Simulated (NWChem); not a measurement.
Molecule: C₄H₆; SMILES C(C#C)C

```xyz
10

C      0.2635    -1.9660     0.0000
C     -0.1565    -0.8298     0.0000
C     -0.6407     0.5462     0.0000
C      0.4772     1.5876     0.0000
H      0.6306    -2.9755     0.0000
H     -1.2910     0.6916     0.8798
H     -1.2910     0.6916    -0.8798
H      0.0569     2.6042     0.0000
H      1.1166     1.4803    -0.8885
H      1.1166     1.4803     0.8885
```
Atoms are numbered in this order, from 1.

All runs: NWChem. Medium grid unless said otherwise, to which SCAN and Minnesota functionals are sensitive. Geometry: optimised at PBE0/def2-SVP. Total energies of different functionals are on different scales.

| level | energy (Ha) | highest occupied level (eV) | orbital gap (eV) | dipole (D) |
|---|---|---|---|---|
| PBE/def2-SVP | -155.6316 | (withheld) | (withheld) | 0.79 |
| B3LYP/def2-SVP | -155.8557 | -7.26 | 8.30 | 0.74 |
| BLYP/def2-SVP | -155.7647 | -6.07 | 6.49 | 0.76 |
| CAM-B3LYP/def2-SVP | -155.7536 | -8.88 | 11.25 | 0.73 |
| PW6B95/def2-SVP | -156.0508 | -7.62 | 8.97 | 0.75 |
| r2SCAN/def2-SVP | -155.7458 | -6.55 | 7.16 | 0.81 |

Some entries are withheld; supply them.


- PBE/def2-SVP, highest occupied level (eV): -6.26
- PBE/def2-SVP, orbital gap (eV): 6.56
